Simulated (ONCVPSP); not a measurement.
# Before and after: ONCV potential for chromium

ONCVPSP 4.0.1 input, shortened (lines: element, Z, core and valence counts, functional; n l f; lmax; l rc ep ncon nbas qcut; lloc lpopt rc5 dvloc0; l nproj debl; icmod fcfact rcfact), Wu-Cohen, scalar-relativistic:

```
  Cr 24.00    3    3  -118130      upf
    1    0    2.00
    2    0    2.00
    2    1    6.00
    3    0    2.00
    3    1    6.00
    3    2    5.00
    2
    0    1.30    0.00    5    9   11.40
    1    1.15    0.00    5    8   13.70
    2    1.70    0.00    4    8   10.40
    4    5    1.10   -1.00
    0    2    3.30
    1    1    1.90
    2    3    3.10
    3    3.00    1.20
```

Change: s: qcut 8.1; p: qcut 9.7; d: qcut 7.3.

Cutoffs: the cutoffs (Ha) at which the residual kinetic energy of the hardest occupied pseudo-wave falls to 1 and 0.1 mHa per electron; they do not see the model core or the augmentation charge, which bear on the density cutoff. Errors are all-electron minus pseudo energies relative to the spin-unpolarised reference configuration.

Task: Predict the effect on cutoff, ghosts and configuration errors.

Result: The potential gets neither clearly harder nor softer (57 Ha and 71 Ha → 30 Ha and 83 Ha); the s channel sets the loose cutoff, while the largest relative change is in p, which becomes softer; of the 4 tests that both files solve, the error grows in 4 and shrinks in 0 by more than 15 % and 0.3 meV (median size 8.1 → 17.0 meV); neither file shows a bound ghost.

| quantity | base | changed |
| --- | --- | --- |
| cutoff, loose | 57 Ha | 30 Ha |
| cutoff, tight | 71 Ha | 83 Ha |
| loose cutoff by channel | s 44 Ha, p 57 Ha, d 37 Ha | s 30 Ha, p 26 Ha, d 27 Ha |
| bound ghosts | none | none |
| GHOST(+) flags under 300 eV | none | none |
| error for 3s2 3p6 3d5 4s1, meV [ΔE -6.84 eV] | +3.8 | +6.7 |
| error for 3s2 3p6 3d4, meV [ΔE 16.02 eV] | +12 | +27 |
| error for 3s2 3p6 3d3, meV [ΔE 46.75 eV] | +130 | +263 |
| error for 3s2 3p6 3d5 4s0.5, meV [ΔE -4.14 eV] | +1.4 | +2.3 |
| s: phases at 1.32 bohr within 0.05 rad from the reference energy up to (Ha; the scan ends near 5) | to the end of the scan | to the end of the scan |
| p: phases at 1.17 bohr within 0.05 rad from the reference energy up to (Ha; the scan ends near 5) | 4.2 | 3.8 |
| d: phases at 1.72 bohr within 0.05 rad from the reference energy up to (Ha; the scan ends near 5) | to the end of the scan | to the end of the scan |
| rms error of d²Exc/dni dnj with the model core, mHa | 1.38 | 0.98 |
